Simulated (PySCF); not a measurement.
C₄H₅NSi, SMILES C#C[C@@H]([SiH3])C#N.

Geometry: ωB97X-D3(BJ)/def2-SVP. The structure was generated by enumeration; whether it is a known compound was not checked.

Level of theory: PySCF with r2SCAN/def2-TZVP.

The molecule is in vacuum.

Computed frontier levels, gap, dipole moment and polarisability:
| Item | Result |
|---|---|
| highest occupied level | -7.19 eV |
| lowest empty level | -0.86 eV |
| orbital gap | 6.32 eV |
| dipole moment | 3.89 D |
| quadrupole, principal values (traceless, Buckingham form, about the centre of nuclear charge) | -13.88, 3.73, 10.16 D·Å |
| mean static polarisability | 74.1 bohr³ (10.98 Å³) |
| polarisability, principal values | 55.5, 74.5, 92.3 bohr³ |
